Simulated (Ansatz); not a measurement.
Program: Ansatz. Geometries: PBE0-D4/def2-TZVP. ΔE: electronic, gas phase. CBS: MP2 limit from def2 TZ/QZ plus the TZ coupled-cluster correction, frozen cores. Functionals use def2-TZVPP. B3LYP here is the variant with VWN-RPA as its local correlation; programs differ in this. Each species was taken in one conformer, which may not be the lowest.

`O[SiH2]S[SiH](O)O` + `[SiH3][SiH2]Cl` → `O[SiH2][SiH3]` + `O[SiH](O)S[SiH2]Cl`  (redistribution)

Question: Is it downhill or uphill in electronic energy at CCSD(T)/CBS, and by how much? (An estimate is asked.)

Answer: Computed: Uphill: ΔE = +20.0 kJ/mol.

Question: What do these levels give: r2SCAN-D4, B3LYP-D4, ωB97M-V, PBE, PBE0, B3LYP, MP2/def2-TZVPP, SCS-MP2/def2-TZVPP, CCSD(T)/def2-TZVPP, HF/def2-QZVPP, SCS-MP2/def2-QZVPP, MP2/CBS(def2)? (An estimate is asked.)

Answer: The calculation gave: r2SCAN-D4 20.8, B3LYP-D4 20.3, ωB97M-V 21.2, PBE 18.7, PBE0 19.2, B3LYP 18.3, MP2/def2-TZVPP 20.4, SCS-MP2/def2-TZVPP 19.1, CCSD(T)/def2-TZVPP 20.5, HF/def2-QZVPP 16.1, SCS-MP2/def2-QZVPP 18.7, MP2/CBS(def2) 20.0 kJ/mol.

Largest T1 diagnostic among the species: 0.012.

In def2-TZVPP, CCSD(T) changes the Hartree–Fock value by +4.0 kJ/mol (the triples alone add +0.8 kJ/mol) and MP2 by +3.9 kJ/mol.
